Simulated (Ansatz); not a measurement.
Two isomers of CH6ClFSi2: A = `C[Si](F)([SiH3])Cl`, B = `F[SiH](Cl)C[SiH3]`.

Computed with Ansatz on PBE0-D4/def2-TZVP structures; ΔE is electronic, products minus reactants. CBS: MP2 limit from def2 TZ/QZ plus the TZ coupled-cluster correction, frozen cores. Functionals use def2-TZVPP. B3LYP here is the variant with VWN-RPA as its local correlation; programs differ in this. Each species was taken in one conformer, which may not be the lowest.

A:

```xyz
11

C    -0.996    0.014    1.458
Si    0.141    0.723    0.183
F     1.422    1.324    0.932
Si    0.870   -0.754   -1.481
Cl   -0.799    2.300   -0.746
H    -1.287    0.786    2.175
H    -1.901   -0.380    0.989
H    -0.504   -0.798    2.000
H    -0.314   -1.266   -2.221
H     1.775   -0.046   -2.421
H     1.590   -1.904   -0.869
```

B:

```xyz
11

F    -2.0496   -1.0545   -0.1931
Si   -0.9437   -0.7895    0.9234
Cl   -0.7469   -2.5142    2.0048
C     0.6468   -0.3345    0.1136
Si    0.5565    1.1372   -1.0542
H    -1.4607    0.2557    1.8296
H     1.0281   -1.2031   -0.4337
H     1.3700   -0.1112    0.9062
H    -0.2542    0.7949   -2.2494
H    -0.0706    2.2939   -0.3610
H     1.9244    1.5251   -1.4862
```

Which isomer does CCSD(T)/CBS put lower? Give the gap. (Best estimate.)

Computed: B, by 8.2 kJ/mol.

Give E(B) − E(A) in kJ/mol with MP2/def2-TZVPP, HF/def2-TZVPP, CCSD(T)/def2-TZVPP, CCSD/def2-TZVPP, r2SCAN-D4, B3LYP-D4, PBE0-D4. (An estimate is asked.)

The calculation gave: MP2/def2-TZVPP -15.4, HF/def2-TZVPP -14.7, CCSD(T)/def2-TZVPP -9.4, CCSD/def2-TZVPP -10.3, r2SCAN-D4 -2.0, B3LYP-D4 -1.7, PBE0-D4 2.2. The order is the other way round with PBE0-D4.

Largest T1 diagnostic: 0.011.

From PBE to PBE0 (25 % exact exchange), in def2-TZVPP and without D4, E(B) − E(A) moves by −5.5 kJ/mol.
